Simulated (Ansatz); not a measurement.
Geometry optimisation, RHF/def2-SVP (Ansatz).

input.yaml

```yaml
crystal:
  periodic: [false, false, false]
  atoms:
    - { symbol: Ge, position_ang: [-0.539809, 0.016404, -0.346957] }
    - { symbol: H, position_ang: [0.190011, -0.284875, 2.302382] }
    - { symbol: H, position_ang: [0.703904, 0.69239, 0.242988] }
    - { symbol: H, position_ang: [-0.883106, 0.722238, -1.670952] }
    - { symbol: H, position_ang: [-0.205682, -1.455569, -0.644592] }
    - { symbol: P, position_ang: [-2.343016, 0.233523, 1.051335] }
    - { symbol: H, position_ang: [-3.327349, -0.001903, 0.064382] }
    - { symbol: H, position_ang: [-2.342843, -1.082864, 1.556194] }
    - { symbol: H, position_ang: [-0.357911, -0.151443, 2.73502] }
basis:
  gaussian: { orbitals: def2-SVP }
hamiltonian:
  xc: hf
relax:
  f_tol: 0.03
  max_steps: 50
```

Command:

```bash
$ ansatz run input.yaml --threads 1 --pin off --max-ram 2048MiB --backend cpu --events-out ev --progress --plain --runs-dir out
```

Question: Where does it end, and by what steps?

Answer: The forces met the threshold. The force dipped under the threshold on the way, but the program's further checks kept it going. After 14 steps the energy has fallen by 0.276 eV; H2 moved furthest, 1.57 Å.

```csv
step,energy less start (eV),largest force component (eV/Å),accepted
0,0.0000,1.242,yes
1,-0.1506,0.154,yes
2,-0.2065,0.076,yes
3,-0.2352,0.093,yes
4,-0.2413,0.217,yes
5,-0.2637,0.157,yes
6,-0.2664,0.080,yes
7,-0.2703,0.025,yes
8,-0.2721,0.145,yes
9,-0.2731,0.079,yes
10,-0.2747,0.027,yes
11,-0.2753,0.045,yes
12,-0.2753,0.080,no
13,-0.2761,0.023,yes
14,-0.2763,0.015,yes
```

```xyz
9
Properties=species:S:1:pos:R:3
Ge -0.737 0.078 -0.833
H 0.761 -0.585 3.729
H 0.491 0.613 -0.087
H -0.948 0.895 -2.113
H -0.498 -1.391 -1.207
P -2.614 0.362 0.539
H -3.487 -0.437 -0.232
H -2.279 -0.656 1.460
H 0.204 -0.191 4.034
```

The run took 18 s on 1 thread of Arm Neoverse V2, with other jobs on the host, peak memory 0.15 GiB.
